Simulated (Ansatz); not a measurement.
Basis sets compared for ZnBr2. Charge 0, multiplicity 1. Geometry PBE0-D4/def2-TZVP. Ansatz on 4 threads of Arm Neoverse V1 on a shared host; times are rough, and most runs start from earlier orbitals.

Cartesian coordinates in Å:
```
Zn -0.002 -0.001 0.002
Br 1.340 -1.775 0.018
Br -1.338 1.777 -0.020
```

Binding counts from free atoms (Zn singlet, Br doublet) in the same basis, without a counterpoise term.

| level | functions | energy (Eh) | HOMO (eV) | LUMO (eV) | binding per atom (eV) | wall time |
| --- | --- | --- | --- | --- | --- | --- |
| PBE-D4/def2-SVP | 95 | -6925.8942 | -7.01 | -2.40 | 2.05 | 0.75 s |
| PBE-D4/def2-TZVP (with forces) | 144 | -6926.7877 | -7.31 | -2.67 | 1.96 | 1.5 s |
| r2SCAN-D4/def2-TZVP | 144 | -6927.7856 | -7.64 | -2.39 | 2.05 | 2.5 s |
| PBE0-D4/def2-SVP | 95 | -6926.1048 | -8.35 | -1.60 | 2.05 | 1.2 s |
| PBE0-D4/def2-TZVP | 144 | -6926.9877 | -8.58 | -1.78 | 1.99 | 2.3 s |

Question: Estimate the rows for PBE-D4/def2-TZVPD, r2SCAN-D4/def2-TZVPD, PBE0-D4/def2-TZVPD.

Answer: 
```
               level  functions  energy (Eh)  HOMO (eV)  LUMO (eV)  binding per atom (eV)  wall time
   PBE-D4/def2-TZVPD        165   -6926.7893      -7.35      -2.71                   1.97      1.6 s
r2SCAN-D4/def2-TZVPD        165   -6927.7867      -7.66      -2.42                   2.06      3.5 s
  PBE0-D4/def2-TZVPD        165   -6926.9889      -8.61      -1.82                   2.00        3 s
```
